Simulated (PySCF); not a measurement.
# Indirect couplings

Geometry:
| atom | x (Å) | y (Å) | z (Å) |
| --- | --- | --- | --- |
| C1 | -3.028 | 0.860 | 0.729 |
| C2 | -1.608 | 0.327 | 0.828 |
| C3 | -1.138 | -0.352 | -0.451 |
| C4 | 0.280 | -0.891 | -0.369 |
| C5 | 1.306 | 0.086 | -0.135 |
| C6 | 2.158 | 0.929 | 0.068 |
| C7 | 3.226 | 1.873 | 0.290 |
| O8 | 4.399 | 1.610 | 0.212 |
| O9 | 2.766 | 3.093 | 0.599 |
| C10 | 0.656 | -2.088 | -1.221 |
| C11 | 0.494 | -2.263 | 0.249 |
| H12 | -3.120 | 1.602 | -0.080 |
| H13 | -3.340 | 1.350 | 1.664 |
| H14 | -3.748 | 0.053 | 0.519 |
| H15 | -1.530 | -0.389 | 1.664 |
| H16 | -0.914 | 1.150 | 1.070 |
| H17 | -1.810 | -1.192 | -0.698 |
| H18 | -1.203 | 0.354 | -1.297 |
| H19 | 3.551 | 3.649 | 0.724 |
| H20 | -0.124 | -2.470 | -1.885 |
| H21 | 1.666 | -2.111 | -1.637 |
| H22 | -0.405 | -2.761 | 0.622 |
| H23 | 1.388 | -2.411 | 0.858 |

Couplings: B3LYP/pcJ-1 (without the spin–dipole term) in PySCF 2.14.0 with density-fitted response routines, geometry PBE0-D3(BJ)/def2-SVP; gas phase, one conformer, non-relativistic. Couplings are averaged over pairs made equivalent by symmetry, fast rotation or ring inversion, so a value needn't be that of the named pair in this geometry, while other rotamers aren't included; one pair stands for each set, and the list holds a selection of those of at least 0.8 Hz over up to four bonds, among pairs with at least one H atom (others weren't computed).

Isotopes: ¹³C, ¹H, ¹⁷O. Couplings to quadrupolar nuclei such as 17O and 33S are rarely resolved in practice.

| pair | bonds | J (Hz) |
| --- | --- | --- |
| C1, H12 | 1 | ? |
| C2, H15 | 1 | 131.8 |
| C3, H17 | 1 | ? |
| O9, H19 | 1 | -73.6 |
| C10, H20 | 1 | ? |
| C10, H21 | 1 | 174.4 |
| C2, H12 | 2 | -3.4 |
| C3, H15 | 2 | -4.0 |
| C4, H20 | 2 | -1.8 |
| C7, H19 | 2 | ? |
| C10, H22 | 2 | -1.7 |
| C10, H23 | 2 | -1.9 |
| H12, H13 | 2 | -14.0 |
| H15, H16 | 2 | -15.0 |
| H17, H18 | 2 | ? |
| H20, H21 | 2 | -4.9 |
| C1, H17 | 3 | 2.5 |
| C4, H15 | 3 | ? |
| C5, H20 | 3 | 3.1 |
| C5, H21 | 3 | 6.4 |
| C6, H19 | 3 | 10.9 |
| O8, H19 | 3 | 2.0 |
| C10, H18 | 3 | 1.6 |
| H15, H17 | 3 | ? |
| H21, H23 | 3 | ? |
| C6, H20 | 4 | 0.8 |

Estimate the withheld couplings, with signs.

Results:


- ¹J(C1,H12) = 131.8 Hz (bond length 1.102 Å, sp3 carbon)
- ¹J(C3,H17) = 132.6 Hz (bond length 1.103 Å, sp3 carbon)
- ¹J(C10,H20) = 170.4 Hz (bond length 1.093 Å, sp3 carbon)
- ²J(C7,H19) = -5.8 Hz (angle at O9 106°)
- ²J(H17,H18) = -14.8 Hz (angle at C3 106°)
- ³J(C4,H15) = 2.5 Hz (dihedral angle 57°)
- ³J(H15,H17) = 4.4 Hz (dihedral angle 64°)
- ³J(H21,H23) = 10.8 Hz (dihedral angle 0°)
